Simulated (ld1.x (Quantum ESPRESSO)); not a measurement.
F: one change to a TM potential, before and after

```json
{"Element": "F", "Generator": "ld1.x (Quantum ESPRESSO) 7.5", "Type": "norm-conserving Troullier–Martins (Kleinman–Bylander form)", "Functional": "LDA (PZ)", "Relativity": "scalar-relativistic", "Frozen core": "[He]", "Valence charge": "7", "Reference configuration": "2s1.5 2p5.5", "Partial waves": "2p (bound): rc 1.90 bohr; 2s (bound): rc 0.80 bohr", "Local potential": "the s channel", "Core correction": "none"}
```

Change: fully relativistic.

Cutoffs: the cutoffs (Ry, on a coarse ladder) from which the occupation-weighted sum of valence levels, in a spherical-Bessel basis at the reference potential, stays within 10 and 1 mRy of its value at 400 Ry; they do not see the model core or the augmentation charge, which bear on the density cutoff. Errors are all-electron minus pseudo energies relative to the spin-unpolarised reference configuration.

**Question.** What does the change do?

**Answer.** The potential gets neither clearly harder nor softer (90 Ry and 230 Ry → 90 Ry and 200 Ry); the number of tests with a reliable result goes from 9 to 7; the errors of the 7 common tests hardly move; neither file shows a bound ghost.

```csv
quantity,base,changed
"cutoff, loose",90 Ry,90 Ry
"cutoff, tight",230 Ry,200 Ry
bound ghosts,none,none
"error for 2s2 2p5, meV [ΔE -9.19 eV]",-0.6,-0.6
"error for 2s2 2p4, meV [ΔE 10.37 eV]",+217,+218
"error for 2s2 2p3, meV [ΔE 48.88 eV]",+1062,+1065
"error for 2s2 2p2, meV [ΔE 109.61 eV]",+3343,+3349
"error for 2s1 2p6, meV [ΔE 9.20 eV]",-1.1,-1.1
"error for 2s2 2p1, meV [ΔE 195.48 eV]",+8175,+8183
"error for 2s2 2p5.3, meV [ΔE -11.91 eV]",-21,-21
s: phases at 2.06 bohr within 0.05 rad from the reference energy up to (Ry; the scan ends near 5),to the end of the scan,to the end of the scan
```
